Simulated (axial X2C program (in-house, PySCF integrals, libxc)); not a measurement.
**Outer orbitals of ReF at 1.978 Å, PBE0**

Computed with an axial X2C code built on PySCF integrals. Spin-free means the one-electron spin-free X2C Hamiltonian; two-component (2c) means X2C with spin–orbit coupling and atomic mean-field two-electron Coulomb and Gaunt terms, so the difference of the two also holds small scalar two-electron terms. Basis: Re dyall-cv3z [13s14p9d7f4g], F dyall-av3z [7s6p3d2f] (cores contracted in-house); Gaussian nuclei, density fitting, unrestricted open shells. Masses: Re 186.956 u, F 18.998 u.

The distance is close to the 2c PBE0 minimum; the highest filled and lowest empty levels are listed.

Spin-free orbitals, state M_S = 3, Λ = 0 (beyond evenly filled blocks: 2 × σα, π+α, π-α, δ+α, δ-α) (Löwdin shares):

```csv
symmetry,occupied,ε (eV),atomic character
σα,yes,-31.01,"83% F s, 5% Re d, 4% Re p"
σβ,yes,-30.50,"83% F s, 5% Re d, 4% Re p"
σα,yes,-12.33,"76% F p, 17% Re d, 3% Re s"
σβ,yes,-11.37,"85% F p, 8% Re d, 2% Re s"
π-α,yes,-11.26,"75% F p, 21% Re d"
π+α,yes,-11.26,"75% F p, 21% Re d"
π+β,yes,-10.39,"87% F p, 7% Re d, 3% Re f"
π-β,yes,-10.39,"87% F p, 7% Re d, 3% Re f"
δ-α,yes,-8.78,100% Re d
δ+α,yes,-8.78,100% Re d
σα,yes,-8.31,"49% Re s, 39% Re d, 8% F p"
π+α,yes,-7.65,"76% Re d, 17% F p, 2% Re p"
π-α,yes,-7.65,"76% Re d, 17% F p, 2% Re p"
σα,yes,-5.57,"33% Re d, 26% Re p, 24% Re s"
σβ,no,-2.99,"63% Re s, 23% Re d, 7% F p"
δ-β,no,-2.08,100% Re d
δ+β,no,-2.08,100% Re d
π+β,no,-1.45,"88% Re d, 6% F p, 3% F d"
π-β,no,-1.45,"88% Re d, 6% F p, 3% F d"
```

Spinors with spin–orbit coupling (state Ω = 3):

```
   ω  occupied  ε (eV)              atomic character     λ mixture
 1/2       yes  -31.01     83% F s, 5% Re d, 4% Re p        100% σ
-1/2       yes  -30.53     82% F s, 5% Re d, 4% Re p        100% σ
 1/2       yes  -12.32    77% F p, 17% Re d, 3% Re s        100% σ
-1/2       yes  -11.44             82% F p, 12% Re d  84% σ, 16% π
-1/2       yes  -11.26             77% F p, 18% Re d  84% π, 16% σ
 3/2       yes  -11.21             76% F p, 19% Re d        100% π
 1/2       yes  -10.45     87% F p, 7% Re d, 2% Re f        100% π
-3/2       yes  -10.41     87% F p, 7% Re d, 3% Re f        100% π
-3/2       yes   -9.03                      99% Re d   99% δ, 1% π
 5/2       yes   -8.30                     100% Re d        100% δ
 1/2       yes   -8.24    48% Re s, 40% Re d, 9% F p   99% σ, 1% π
-1/2       yes   -7.76    75% Re d, 18% F p, 3% Re p   98% π, 2% σ
 3/2       yes   -7.47    78% Re d, 16% F p, 2% Re p   97% π, 3% δ
 1/2       yes   -5.64  34% Re d, 26% Re p, 24% Re s   95% σ, 5% π
-1/2        no   -3.11    65% Re s, 21% Re d, 7% F p   99% σ, 1% π
 3/2        no   -2.36                      99% Re d   97% δ, 3% π
-5/2        no   -1.82                     100% Re d        100% δ
 1/2        no   -1.63     85% Re d, 5% F p, 5% Re p   93% π, 7% σ
```

**Question.** How does the gap between the highest filled and lowest empty level change from the spin-free to the 2c table?

**Answer.** From 2.58 to 2.53 eV at PBE0, a change of -0.05 eV.

Mulliken charges and populations of the two-component result (they depend on the basis, above all on diffuse functions):

Re 0.55 e (s 10.96 p 24.32 d 25.12 f 14.04 g 0.01), F -0.55 e (s 3.98 p 5.56 d 0.02). ⟨Lz⟩ = 0.11 ħ and ⟨Sz⟩ = 2.89 ħ (2.83 and 0.06 on the two atoms), which add up to Ω.

Density functionals use the spin component along the axis (collinear). The state is one determinant with fixed occupations, lowest in a PBE0 search at one distance only: followed along the bond, the spin-free determinant M_S = 2, Λ = 0 reaches 0.02 eV lower at PBE0, at Re = 1.828 Å, so the state shown is not the lowest. With several unpaired electrons one determinant need not be a pure state. Open-shell Ω = 0 determinants with evenly filled partner blocks cannot be reached by this program, so the Ω shown need not be the lowest component.
